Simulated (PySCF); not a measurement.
Ga(Me)2 (C₂H₆Ga), SMILES [CH3][Ga+][CH3], charge +1.

The structure is a stationary point at PBE-D3(BJ)/def2-SVP. The spin state was assumed, not searched. The isomer is the one that the SMILES or the coordinates give; other isomers of the formula were not compared.

These are PBE-D3(BJ)/def2-SVP in PySCF values and carry that method's errors.

Frequencies are harmonic and unscaled.

A small imaginary wavenumber (i) marks a very flat motion, where grid noise or a shallow saddle decides the sign.

Modes within 1.5 cm⁻¹ of each other (mostly degenerate sets) share a row, with their intensities summed.

Computed harmonic wavenumbers and intensities:
```tsv
mode	ν (cm⁻¹)	IR (km/mol)	moving atoms (share of kinetic energy)
1	27i	0.0	H 100 %
2–3	134	0.1	C 43 %, H 30 %, Ga 27 %
4	524	0.0	C 82 %, H 18 %
5	654	19.0	C 55 %, Ga 30 %, H 15 %
6–7	659	0.0	H 86 %, C 14 %
8–9	766	99.3	H 77 %, C 20 %
10	1173	3.6	H 81 %, C 19 %
11	1178	0.0	H 84 %, C 16 %
12–13	1342	0.0	H 95 %
14–15	1347	38.5	H 96 %
16	2972	52.0	H 98 %
17	2975	0.0	H 98 %
18–21	3094	70.9	H 91 %, C 9 %
```
